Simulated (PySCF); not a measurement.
F2GaH3OSi, SMILES [Ga]([F])([O][SiH3])[F]. Atoms are numbered in the order given.

```xyz
8

Ga    -0.0142     0.7301     0.0000
F     -1.1283     2.0625     0.0000
F      1.6884     1.0975     0.0000
O     -0.6026    -0.9219     0.0000
Si    -0.0160    -2.4876     0.0000
H      0.8146    -2.7319    -1.2143
H     -1.1845    -3.4072     0.0000
H      0.8146    -2.7319     1.2143
```
Charge 0, spin multiplicity 1.

Geometry: B3LYP-D3(BJ)/def2-SVP. The structure was generated by enumeration; whether it is a known compound was not checked. The values are those of a single conformer.

The numbers are results of PBE/pcSseg-1 (PySCF), not measurements.

GIAO shieldings, no solvent; atoms listed in one row are averaged. δ = σ(ref) − σ: ¹⁹F against CFCl3 (σ = 133.6 ppm); ¹⁷O against H2O (σ = 334.3 ppm); ²⁹Si against TMS (σ = 335.4 ppm); ¹H against TMS (σ = 31.49 ppm), references at their B3LYP-D3(BJ)/def2-TZVP geometries, non-relativistic.

Computed chemical shifts:
```
nucleus       atoms  count  δ (ppm)
-------  ----------  -----  -------
¹⁹F              F3      1   -186.3
¹⁹F              F2      1   -198.1
¹⁷O              O4      1     44.5
²⁹Si            Si5      1    -22.4
¹H       H6, H7, H8      3     5.69
```
